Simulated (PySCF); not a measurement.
C₅H₆S. Atoms are numbered in the order given.

```xyz
12

C     -0.1975    -2.4688     0.0000
C     -0.0252    -0.9825     0.0000
C      1.2449    -0.3230     0.0000
C      1.1422     1.0415     0.0000
S     -0.4974     1.5502     0.0000
C     -1.0556    -0.0747     0.0000
H     -1.2598    -2.7493     0.0000
H      0.2721    -2.9244    -0.8864
H      0.2721    -2.9244     0.8864
H      2.2002    -0.8512     0.0000
H      1.9457     1.7768     0.0000
H     -2.1245    -0.2859     0.0000
```
Charge 0, spin multiplicity 1.

Geometry: PBE0-D3(BJ)/def2-SVP.

Method: PBE0-D3(BJ)/def2-SVP (PySCF 2.14.0).

Frequencies are harmonic and unscaled.

| mode | ν (cm⁻¹) | IR (km/mol) | Raman (Å⁴/amu) | depolarisation | moving atoms (share of kinetic energy) |
|---|---|---|---|---|---|
| 1 | 107 | 0.3 | 0.2 | 0.75 | H 94 % |
| 2 | 237 | 3.6 | 1.7 | 0.75 | C 66 %, H 25 %, S 9 % |
| 3 | 323 | 0.9 | 0.5 | 0.75 | C 60 %, H 33 % |
| 4 | 472 | 0.0 | 1.3 | 0.75 | C 69 %, H 16 %, S 14 % |
| 5 | 556 | 0.3 | 9.8 | 0.33 | C 49 %, S 41 %, H 10 % |
| 6 | 615 | 12.3 | 0.2 | 0.75 | C 68 %, H 32 % |
| 7 | 678 | 0.5 | 5.6 | 0.74 | C 64 %, S 25 %, H 11 % |
| 8 | 697 | 5.8 | 1.3 | 0.75 | H 80 %, C 20 % |
| 9 | 782 | 66.1 | 0.5 | 0.75 | H 81 %, C 19 % |
| 10 | 862 | 8.0 | 8.0 | 0.14 | C 66 %, S 20 %, H 15 % |
| 11 | 891 | 14.4 | 6.0 | 0.18 | C 67 %, H 20 %, S 12 % |
| 12 | 908 | 0.0 | 0.4 | 0.75 | H 76 %, C 23 % |
| 13 | 956 | 2.3 | 5.7 | 0.11 | C 67 %, H 32 % |
| 14 | 1000 | 10.1 | 3.0 | 0.25 | H 68 %, C 32 % |
| 15 | 1046 | 4.2 | 0.1 | 0.75 | H 63 %, C 37 % |
| 16 | 1088 | 4.9 | 6.6 | 0.74 | H 90 %, C 9 % |
| 17 | 1179 | 2.2 | 5.4 | 0.45 | H 64 %, C 35 % |
| 18 | 1248 | 2.3 | 0.2 | 0.64 | H 63 %, C 37 % |
| 19 | 1387 | 0.1 | 12.7 | 0.53 | H 76 %, C 23 % |
| 20 | 1434 | 8.5 | 3.7 | 0.74 | C 57 %, H 43 % |
| 21 | 1452 | 8.2 | 16.1 | 0.75 | H 97 % |
| 22 | 1465 | 3.1 | 21.4 | 0.40 | H 59 %, C 41 % |
| 23 | 1500 | 9.3 | 39.0 | 0.37 | C 83 %, H 17 % |
| 24 | 1629 | 4.7 | 2.7 | 0.24 | C 92 %, H 8 % |
| 25 | 3054 | 25.2 | 194.1 | 0.03 | H 97 % |
| 26 | 3134 | 9.3 | 97.0 | 0.75 | H 91 %, C 9 % |
| 27 | 3167 | 8.2 | 70.2 | 0.75 | H 91 %, C 9 % |
| 28 | 3229 | 2.3 | 91.3 | 0.40 | H 92 %, C 8 % |
| 29 | 3267 | 1.0 | 74.8 | 0.31 | H 91 %, C 9 % |
| 30 | 3276 | 0.9 | 140.7 | 0.22 | H 91 %, C 9 % |
